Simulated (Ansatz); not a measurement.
Stepwise reaction of `[Cl][Ga]([Br])[Br]` with water, as a gas-phase model of exchange steps in deposition or etching. ΔE in kJ/mol; ΔG adds harmonic PBE0-D4 terms to CCSD(T)/CBS, at 1 bar.

Isolated molecules relaxed with PBE0-D4/def2-TZVP in Ansatz; ΔE leaves out vibrations. CBS: MP2 limit from def2 TZ/QZ plus the TZ coupled-cluster correction, frozen cores. This one scheme is used for every species. Functionals use def2-TZVPP. B3LYP here is the variant with VWN-RPA as its local correlation; programs differ in this. For Br, Ga outer-core shells are correlated without core-valence functions, which leaves a few kJ/mol of doubt a bond. Scalar relativity is left out up to krypton. Each species was taken in one conformer, which may not be the lowest.

```json
{"step": "1", "reaction": "`[Cl][Ga]([Br])[Br]` + H₂O → `[OH][Ga]([Cl])[Br]` + HBr", "PBE-D4": "65.6", "B3LYP-D4": "66.5", "ωB97M-V": "65.8", "CCSD(T)/CBS": "67.7", "ΔG(500 K)": "60.0"}
```

Task: Give the row of step 2, `[OH][Ga]([Cl])[Br]` + H₂O → `[OH][Ga]([OH])[Cl]` + HBr. (Best estimate.)

Result: Computed: 
```json
{"step": "2", "reaction": "`[OH][Ga]([Cl])[Br]` + H₂O → `[OH][Ga]([OH])[Cl]` + HBr", "PBE-D4": "68.7", "B3LYP-D4": "68.2", "ωB97M-V": "68.3", "CCSD(T)/CBS": "69.4", "ΔG(500 K)": "64.2"}
```

Task: By hand: ΔE of the 2 steps together at CCSD(T)/CBS.

Result: (67.7) + (69.4) = 137.1 kJ/mol, or 68.6 kJ/mol a step.

In ΔE the steps differ by no more than 1.7 kJ/mol. All are uphill at CCSD(T)/CBS. ΔG lies between 60.0 and 64.2 kJ/mol a step. PBE-D4 differs from CCSD(T)/CBS by -2.1 to -0.7 kJ/mol a step. Isolated molecules leave out the surface, adducts and barriers. Largest T1 diagnostic: 0.013.
